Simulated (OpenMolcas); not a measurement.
## Exact exchange and the HOMO–LUMO gap of SnCl2F2

The species is SnCl2F2 (5 atoms), meant as a singlet with charge 0. SMILES: `[F][Sn]([F])([Cl])[Cl]`. The shape is that of a PBE0-D4/def2-TZVP optimisation.

The HOMO–LUMO gap y, in eV, basis def2-SVP with a core potential; a is the functional's share of exact exchange. Programs: OpenMolcas 26.06.

| functional | program | a | y (eV) |
| --- | --- | --- | --- |
| revPBE | OpenMolcas | 0 | 4.56 |
| PBE | OpenMolcas | 0 | 4.50 |
| B3LYP | OpenMolcas | 0.2 | ? |
| PBE0 | OpenMolcas | 0.25 | 6.93 |
| BHLYP | OpenMolcas | 0.5 | 9.27 |

Task: Fit y = c + s·a to the known rows and predict B3LYP.

Result: 
1. Means of the 4 rows: a = 0.1875, y = 6.315.
2. Σ(Δa)² = 0.17188, Σ(Δa·Δy) = 1.6312, so the slope is 1.6312/0.17188 = 9.4903.
3. Intercept: 6.315 − (9.4903) × 0.1875 = 4.536. The largest residual of the fit is 0.036.
4. B3LYP: 4.536 + (9.4903) × 0.2 = 6.43 eV.

The run gave 6.32 eV, so the prediction is off by +0.11 eV, more than the largest residual. Exact exchange lowers occupied levels and raises empty ones. The rows mix families of semi-local functionals, which the line can't see.
